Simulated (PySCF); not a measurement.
SMILES CO[SiH2][CH2][GeH3] at its GFN2-xTB optimised geometry (Å):

```
15

C      2.4947     0.8979    -0.0190
O      1.2527     0.2601    -0.0129
Si     0.9920    -1.3479     0.0000
C     -0.8969    -1.3479     0.0000
Ge    -1.5905     0.4932     0.0000
H      3.0424     0.6855     0.9024
H      3.0984     0.5661    -0.8669
H      2.3240     1.9715    -0.0965
H      1.5817    -1.9587     1.1984
H      1.5849    -1.9715    -1.1903
H     -1.2751    -1.8794     0.8709
H     -1.2756    -1.8791    -0.8709
H     -3.0984     0.4612     0.0051
H     -1.1983     1.2646    -1.2159
H     -1.1893     1.2690     1.2103
```

Calculation: PBE/def2-TZVP (PySCF). Cells within 0.4 Å of a nucleus heavier than hydrogen are left out (blank, or x).

Map of the electron localisation function on the plane z = 0.0 Å:

```
|0000000000000000000000000|
|0000000000000000000000000|
|0000000000000000000000000|
|0000000000000000000000000|
|0000000000000000000000000|
|0000000000000001798200000|
|0000000000000006999700000|
|0000000001000006999700000|
|0002541123210001999500000|
|0029997312320121586310000|
|00699991551206876xx520000|
|00899991xx2107xx835630000|
|006999923313057x734420000|
|0029996336862278610000000|
|0002320267378050200000000|
|0000000153x491xx110000000|
|0000000146368130320000000|
|0000000135545213310000000|
|0000000012211011100000000|
|0000000000000000000000000|
|0000000000000000000000000|
|0000000000000000000000000|
|0000000000000000000000000|
|0000000000000000000000000|
|0000000000000000000000000|
```
Scale: ten equal steps from 0.000 (start of '0') to 1.000 (end of '9'), in the order '0123456789'; x runs from -5.50 to 5.50, y from -5.50 (bottom) to 5.50 (top).
